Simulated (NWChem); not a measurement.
Molecule: C3H7NSi; SMILES C=C=CN[SiH3]

```xyz
12

C     -0.8006    -2.4417    -0.0006
C      0.1484    -1.5387    -0.0001
C      1.1177    -0.6440     0.0000
N      0.9666     0.7398    -0.0011
Si    -0.5580     1.5933    -0.0013
H     -1.2199    -2.8409    -0.9337
H     -1.2209    -2.8410     0.9320
H      2.1541    -1.0043     0.0006
H      1.8316     1.2626     0.0032
H     -1.3749     1.2753     1.2091
H     -0.1928     3.0404    -0.0029
H     -1.3750     1.2718    -1.2105
```
Atoms are numbered in this order, from 1.

All runs use the structure optimised with PBE0/def2-SVP. No frequency run checked for a minimum.

Problem. Give the principal values of the shielding tensors (ppm) of C1, C2, C3, N4, Si5 from B3LYP/6-311G** (spherical d), GIAO (NWChem), with their diamagnetic and paramagnetic parts as GIAO splits them.

Solution. 
```csv
atom,σ11,σ22,σ33,isotropic,diamagnetic,paramagnetic
C1,5.6,106.2,164.0,91.9,257.3,-165.4
C2,-67.6,-50.8,12.3,-35.4,258.1,-293.5
C3,-4.4,86.2,140.3,74.1,255.8,-181.7
N4,209.1,213.9,261.2,228.1,320.6,-92.6
Si5,354.8,388.1,460.0,400.9,879.9,-479.0
```
